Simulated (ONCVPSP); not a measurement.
# PBE ONCV dataset for lead, scalar-relativistic all-electron reference.

* Element: lead (Pb)
* Generator: ONCVPSP 4.0.1
* Type: optimised norm-conserving Vanderbilt (ONCV)
* Functional: PBE
* Relativity: scalar-relativistic
* Frozen core: [Xe] 4f14
* Valence charge: 14
* Reference configuration: 5d10 6s1.75 6p2.25
* Partial waves: 6s: rc 1.70 bohr, ncon 4, nbas 7, qcut 3.4 1/bohr, 2 projectors, debl 2.1 Ha; 6p: rc 2.20 bohr, ncon 5, nbas 9, qcut 3.2 1/bohr, 2 projectors, debl 0.4 Ha; 5d: rc 1.70 bohr, ncon 4, nbas 9, qcut 8.4 1/bohr, 3 projectors, debl 1.4 Ha
* Local potential: polynomial inside 1.55 bohr (lpopt 5, dvloc0 -1 Ha)
* Core correction: Teter function, fcfact 2.5, rcfact 1.15

All-electron outer shells of the reference configuration (PBE, scalar-relativistic, ld1.x):

| shell | level (eV) | outermost node (bohr) | outermost maximum (bohr) |
| --- | --- | --- | --- |
| 4f | -133.36 | – | 0.35 |
| 5p | -86.30 | 0.49 | 0.88 |
| 5d | -21.62 | 0.52 | 1.07 |
| 6s | -12.33 | 1.01 | 1.95 |
| 6p | -3.68 | 1.18 | 2.63 |

Results:

- Cutoffs needed: 34 Ha and 44 Ha (the cutoffs (Ha) at which the residual kinetic energy of the hardest occupied pseudo-wave falls to 1 and 0.1 mHa per electron)
- Ghost test: ghosts flagged at negative energy: s at -94.1 eV; GHOST(+) flagged for p at 11.5 eV, s at 312.3 eV; a true bound ghost makes a file unfit for plane-wave use
- Largest excitation error: -9.1 meV (all-electron minus pseudo) for 5d10 6s2 6p0, out of 4 test configurations
- rms error of d²Exc/dni dnj: 3.51 mHa without and 2.33 mHa with the model core

Generation and tests took about 5.6 s on one core of a shared server CPU.
